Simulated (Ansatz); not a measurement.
Reactions of `N#C[Si](F)(F)F`.

Computed with Ansatz on PBE0-D4/def2-TZVP structures; ΔE is electronic, products minus reactants. CCSD(T)/CBS is the MP2 limit (def2-TZVPP, def2-QZVPP) plus CCSD(T) − MP2 in def2-TZVPP, frozen cores. This one scheme is used for every species, atoms too. Open shells (•) are unrestricted, without spin–orbit coupling. Spin–orbit coupling would lower the free atoms: a little for F. Bonds to Se are less sure, by a few kJ/mol each and by 10 to 20 or more in all where they break to atoms, as the def2 sets lack core-valence functions. Scalar relativity is left out up to krypton. One conformer a species, not always the lowest.

Question: Order these by ΔE at CCSD(T)/CBS, lowest first. (Best estimate.)
A. `N#C[Si](F)(F)F` + `C[SiH2]S[SiH](Cl)Cl` → `F[Si](F)(F)[SiH](Cl)Cl` + `C[SiH2]SC#N`
B. `N#C[Si](F)(F)F` + H₂Se → `F[Si](F)(F)[SeH]` + `C#N`
C. `N#C[Si](F)(F)F` + `CB(N)[SiH2][SiH3]` → `F[Si](F)(F)[SiH3]` + `CB(N)[SiH2]C#N`
D. `N#C[Si](F)(F)F` + `N#Cc1cccs1` → `N#C[Si](F)(F)C#N` + `Fc1cccs1`
E. `N#C[Si](F)(F)F` + CH₄ → `C[Si](F)(F)C#N` + H–F
F. `N#C[Si](F)(F)F` → F• + `N#C[Si](F)F`•

Answer: B (-33.5 kJ/mol), C (-10.5 kJ/mol), E (+131.8 kJ/mol), A (+147.9 kJ/mol), D (+230.0 kJ/mol), F (+699.8 kJ/mol).

Largest T1 diagnostic: 0.016, for `N#C[Si](F)F`•.
